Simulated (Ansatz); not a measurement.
Molecule: sum formula H5Si2O2, charge 0, multiplicity 2. It need not be the lowest isomer of its formula. 
Structure (B3LYP-D3(BJ)/def2-TZVP (Ansatz, a first-principles code) minimum search):
SMILES: [Si]([SiH3])(O)O
```xyz
9

O      0.9491     1.6249     0.2531
Si     0.5215     0.1838    -0.4467
O      1.4652    -1.0542     0.1369
Si    -1.6997    -0.4305     0.1039
H      1.3166     1.6143     1.1438
H      2.4044    -1.0629    -0.0698
H     -2.6057     0.6436    -0.3672
H     -1.8942    -0.6150     1.5665
H     -2.0413    -1.6917    -0.5952
```
Charge 0, spin multiplicity 2.

Atomisation energy built up term by term with Ansatz (kcal/mol; UHF references for open shells; valence terms freeze the core; atomic spin-orbit terms are left out). CBS(X,Y): correlation extrapolated as X^-3; Hartree-Fock from the larger set.

```
term                                                    basis    kcal/mol
-----------------------  ------------------------------------  ----------
Hartree-Fock                                  aug-cc-pV(Q+d)Z      516.03
CCSD correlation         CBS(aug-cc-pV(T+d)Z,aug-cc-pV(Q+d)Z)  (withheld)
(T)                      CBS(aug-cc-pV(T+d)Z,aug-cc-pV(Q+d)Z)  (withheld)
core correlation                                    cc-pwCVTZ        0.48
scalar relativity (X2C)            cc-pVTZ-DK against cc-pVTZ       -1.82
sum: De                                                        (withheld)
```

Q: Fill in the missing entries.

A: 
- CCSD correlation, kcal/mol: 193.94
- (T), kcal/mol: 11.61
- sum: De, kcal/mol: 720.2
